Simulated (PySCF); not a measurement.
# `InChI=1S/C2H7AsP/c1-3(2)4/h4H,1-2H3/q-1`, charge -1

Geometry (Å), atoms numbered from 1 in this order:
```xyz
11

C     1.511   -0.303    0.323
As   -0.151    0.258    1.279
C    -1.344   -0.693   -0.016
P    -0.335    2.411    0.591
H     2.363    0.197    0.808
H     1.660   -1.397    0.360
H     1.478    0.026   -0.729
H    -1.158   -0.334   -1.041
H    -2.386   -0.450    0.245
H    -1.206   -1.789    0.022
H    -0.626    2.852    1.931
```

Total charge -1.

The calculation used GIAO B3LYP/cc-pVDZ magnetisability, rotational g tensor and spin-rotation constants, non-relativistic, gas phase (PySCF 2.14.0). Geometry: PBE0-D3(BJ)/def2-SVP.

The calculation is non-relativistic, which matters for the atoms heavier than Zn. For an ion the centre-of-mass motion in the field is neglected. The highest occupied orbital is unbound at this level, so the values depend on the basis.

Problem. What are the magnetisability and the molar susceptibility?

Solution. Isotropic -1367 × 10⁻³⁰ J/T², or -82.3 × 10⁻⁶ cm³/mol; principal values -1478, -1340, -1284 × 10⁻³⁰ J/T², anisotropy 173 × 10⁻³⁰ J/T² (root of half the summed squared differences of the principal values). The susceptibility is in cgs units.

Problem. Split it along the inertial axes a, b, c into diamagnetic and paramagnetic parts about the centre of mass, with the quadrupole moment.

Solution. 
```tsv
axis	χ (10⁻⁶ cm³/mol)	diamagnetic (10⁻⁶ cm³/mol)	paramagnetic (10⁻⁶ cm³/mol)	summed x² of all electrons (Å²)	quadrupole Θ (D Å)
a	-88.5	-377.5	289.0	99.6	-10.24
b	-80.7	-561.4	480.7	56.3	+4.09
c	-77.8	-661.3	583.5	32.7	+6.15
```
Anisotropies 2χaa − χbb − χcc = -18.4 and 2χbb − χaa − χcc = +4.9 × 10⁻⁶ cm³/mol. Θ is traceless in Buckingham's convention.

Problem. And the rotational g tensor?

Solution. 
```
axis  rotational constant (GHz)        g  nuclear part  electronic part
   a                     4.7474  -0.0182        0.6264          -0.6446
   b                     2.5897  -0.0296        0.5552          -0.5848
   c                     2.2070  -0.0295        0.5755          -0.6050
```
Asymmetric top; isotopes 75As, 12C, 1H, 31P; no vibrational averaging.
